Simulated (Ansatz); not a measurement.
## Interaction energy ladder

The pair of Li⁺ (SMILES [Li+], atom 1) and F⁻ (SMILES [F-], atom 2), both closed shells, in one local arrangement (a lower one may exist), relaxed at PBE0-D4/def2-TZVP:

| atom | x (Å) | y (Å) | z (Å) |
| --- | --- | --- | --- |
| Li1 | 0.0000 | 0.0000 | -0.7797 |
| F2 | 0.0000 | 0.0000 | 0.7797 |

Program: Ansatz 0.2.0. Basis: def2-TZVPPD, with def2-QZVPPD for the basis limit. Cores are frozen in the correlated methods. The outer core shell of Li, Na, Mg and K is correlated. B3LYP uses VWN-RPA correlation. Extrapolation: Hartree–Fock as exp(−7.88 √X), correlation as X^−2.97. Interaction energies count from these two fragments, frozen as in the pair, with the counterpoise correction; negative means bound.

(1) What is the interaction energy by CCSD(T) at an estimated basis limit (MP2 extrapolated from triple and quadruple zeta, plus CCSD(T) − MP2 in triple zeta)? (Judge from chemistry; the value comes from the calculation.)

(2) Which atoms make the shortest contact between the fragments?

The T1 diagnostic stays at or below 0.024.

Answers

(1) The calculation gives: -767.2 kJ/mol. Hartree–Fock alone gives -779.7 kJ/mol at the basis limit. It counts from the two fragments frozen as in the pair.

The same quantity by other methods in triple zeta, and each one's difference from that estimate:
```
   method  E_int (kJ/mol)  difference
   PBE-D4          -760.6         6.7
revPBE-D4          -752.8        14.4
  BLYP-D4          -759.9         7.3
r2SCAN-D4          -759.1         8.1
   B97M-V          -761.8         5.4
  PBE0-D4          -771.0        -3.7
 B3LYP-D4          -770.4        -3.2
 HSE06-D4          -771.1        -3.9
  wB97X-V          -763.7         3.6
  wB97M-V          -765.4         1.8
   B2PLYP          -765.8         1.4
       HF          -775.1        -7.9
      MP2          -753.9        13.3
     CCSD          -762.0         5.2
  CCSD(T)          -757.9         9.3
```
Differences are method less estimate.

(2) Li1 and F2, 1.56 Å apart.

Basis-set superposition shift (counterpoise-corrected less uncorrected): CCSD(T) 2.3; MP2 2.1; HF 0.1; PBE0-D4 0.3; wB97M-V 0.3 kJ/mol.

For scale, one of the runs: CCSD(T)/def2-TZVPPD, 62 basis functions, launched by `ansatz run in.yaml --threads 2 --pin off --events-out ev --progress --plain --max-ram 5222MiB`. The run took about 0.45 s on 2 CPU threads (shared host).
